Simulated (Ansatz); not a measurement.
Input for Ansatz (an electronic-structure program): U-B3LYP/def2-TZVPP on GeH4Zn (SMILES [ZnH][GeH3]), a point of a bond scan (R = 3.579 Å).

Ansatz 0.2 input:
```yaml
crystal:
  periodic: [false, false, false]
  atoms:
    - {symbol: Zn, position_ang: [-0.79249733, -0.19044021, -0.99305159]}
    - {symbol: H, position_ang: [-3.00038560, -0.72100439, -3.75968169]}
    - {symbol: Ge, position_ang: [0.69802652, 0.16773850, 0.87467341]}
    - {symbol: H, position_ang: [1.76167600, -0.94503435, 1.00571768]}
    - {symbol: H, position_ang: [1.47615712, 1.49788516, 0.76508854]}
    - {symbol: H, position_ang: [-0.04731304, 0.21384363, 2.22712655]}
basis:
  gaussian:
    orbitals: def2-TZVPP
hamiltonian:
  xc: {name: B3LYP}
magnetization: {spin_polarized: true, initial_magnetization: 0}
```

Output:

```
WARN ansatz: RAYON_NUM_THREADS=1 ignored (pool sized by the plan → 1); use --threads N
Functional definition: B3LYP
integrals: 0.08 GiB planned
1189 factors; their error is unknown
mean field: 1.10 GiB planned
mean field evaluation 1: about -104996.5898 eV, gradient 3.0e1 eV
mean field evaluation 2: about -104984.9729 eV, gradient 6.3e1 eV
mean field evaluation 4: about -104998.8091 eV, gradient 1.2e1 eV
mean field evaluation 8: about -105001.5879 eV, gradient 4.4e0 eV
mean field evaluation 16: about -105002.1935 eV, gradient 6.8e-3 eV
mean field evaluation 32: about -105002.6831 eV, gradient 8.9e-6 eV
mean field evaluation 64: about -105002.6831 eV, gradient 1.6e-2 eV
mean field -105002.68309928 eV, -3858.7774305238 hartree, gradient 8.9e-6 eV, S^2 0.809339; 3 other end points of the search recorded, 0 dependent functions left out
reference -105002.68337202 eV, -3858.7774405467 hartree; 33, 33 occupied and 135, 135 virtual orbitals, 1189 factors
Total energy: -105002.68337202 eV, -3858.7774405467 hartree
```

The run converged. Its determinant has ⟨S²⟩ = 0.81, a mixture of spin states.

Cost: roughly 22 core-seconds.
